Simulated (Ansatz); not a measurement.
```xyz
8

C     0.6678    0.7833    0.0000
C    -0.6678    0.7833    0.0000
C    -0.6678   -0.7833    0.0000
C     0.6678   -0.7833    0.0000
H     1.4408    1.5532    0.0000
H    -1.4408    1.5532    0.0000
H    -1.4408   -1.5532    0.0000
H     1.4408   -1.5532    0.0000
```

Basis set: def2-TZVP (spherical functions). Correlated methods keep 4 orbitals frozen. Charge 0, multiplicity 1.

Computed with Ansatz (development build ahead of 0.2.0); each method stands on the lowest determinant of its kind that the runs found. Restricted open shells among the atoms or ions are ROHF, correlated in semicanonical orbitals with singles.

The atomization energy at this shape (free ground-state atoms in the same class of orbitals less the molecule, no zero-point energy) of singlet C₄H₄:

```tsv
method	atomization energy
RHF	25.83 eV
```

(1) What does RHF-MP2 give?

Answers

(1) 35.00 eV. Caution: in another basis set an unrestricted determinant lies well below.
